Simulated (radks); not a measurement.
Results of a calculation; reference values are marked as such.
Excited configurations of Ir3+: one electron is placed in a higher orbital outside [Xe] 4f14 5d5. The ground configuration is [Xe] 4f14 5d6. Code: a radial shooting solver on a logarithmic mesh with Libxc functionals. Model: Dirac Kohn-Sham, BLYP, spin-unpolarised, spherical densities, finite nucleus; open shells fill j = l - 1/2 first; Fermi nuclear charge, rms radius 5.4032 fm. Excitation = E - E(ground); binding = E(ion) - E, where the ion is the core of charge +4; n* = 4/sqrt(2 binding) in atomic units, and the quantum defect is n - n*.

outer orbital  excitation (eV)  binding (eV)  quantum defect  eigenvalue (eV)  <r> (bohr)
5f5/2                   27.384        15.210           1.217          -12.287       3.712
6s1/2                    5.089        37.505           3.591          -32.848       2.365
6f5/2                   32.567        10.028           1.341           -8.599       6.763
7s1/2                   24.403        18.192           3.541          -16.146       4.621
7f5/2                   35.595         7.000           1.423           -6.128       10.43

The Delta-SCF ionisation energy is 42.594 eV (NIST Atomic Spectra Database: 40 eV, theoretical). Self-interaction in the functional shifts the binding energies and quantum defects, so they are the method's values and not measured ones. Spin polarisation and multiplet splitting are left out, so open shells lie too high by an amount that depends on their filling.

Beside tabulated values, note that spin-unpolarised runs miss the spin-polarisation part of the exchange energy of open shells.
